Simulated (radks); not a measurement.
Computed order of ionisation of tellurium. At each step one electron was removed from each of the four highest sub-shells of the ion before, moves of one valence electron (up to charge 6) and the configuration listed by NIST were tried, and the lowest configuration was kept. Method: scalar-relativistic Kohn-Sham, PBE, spin-polarised, spherical densities, finite nucleus; Fermi nuclear charge, rms radius of each element as measured or else 0.836 A^(1/3) + 0.57 fm; computed with a radial shooting solver on a logarithmic mesh with Libxc functionals. Open shells are filled with parallel spins first.

| species | lowest configuration found | NIST configuration | margin to the next tried (eV) | IE (eV) | NIST IE (eV) | kind |
|---|---|---|---|---|---|---|
| Te | [Kr] 4d10 5s2 5p4 | same | 9.216 | 8.646 | 9.010 | exp. |
| Te+ | [Kr] 4d10 5s2 5p3 | same | 9.867 | 18.738 | 18.6 | exp. |
| Te2+ | [Kr] 4d10 5s2 5p2 | same | 7.922 | 27.536 | 27.84 | exp. |
| Te3+ | [Kr] 4d10 5s2 5p1 | same | 9.160 | 36.748 | 37.416 | exp. |
| Te4+ | [Kr] 4d10 5s2 | same | 10.683 | 58.775 | 59 | exp. |
| Te5+ | [Kr] 4d10 5s1 | same | 12.593 | 71.460 | 69 | theory |
| Te6+ | [Kr] 4d10 | same | 37.434 | 124.36 | 124.2 | exp. |
| Te7+ | [Kr] 4d9 | same | 74.529 | 146.20 | 143 | theory |
| Te8+ | [Kr] 4d8 | same | 75.499 | 168.81 | 167 | theory |
| Te9+ | [Kr] 4d7 | same | 76.447 | 192.09 | 191 | theory |
| Te10+ | [Kr] 4d6 | same | 77.368 | 215.99 | 215 | theory |
| Te11+ | [Kr] 4d5 | same | 78.256 | 247.67 | 245 | theory |
| Te12+ | [Kr] 4d4 | same | 71.832 | 273.67 | 272 | theory |
| Te13+ | [Kr] 4d3 | same | 73.764 | 300.27 | 299 | theory |

Reference values: NIST Atomic Spectra Database (exp. = measured, semi-emp. = semi-empirical, theory = theoretical value adopted there). Open shells are spherical and high-spin; term and fine-structure splittings are not resolved. Spin-orbit splitting is averaged out at the scalar-relativistic level.
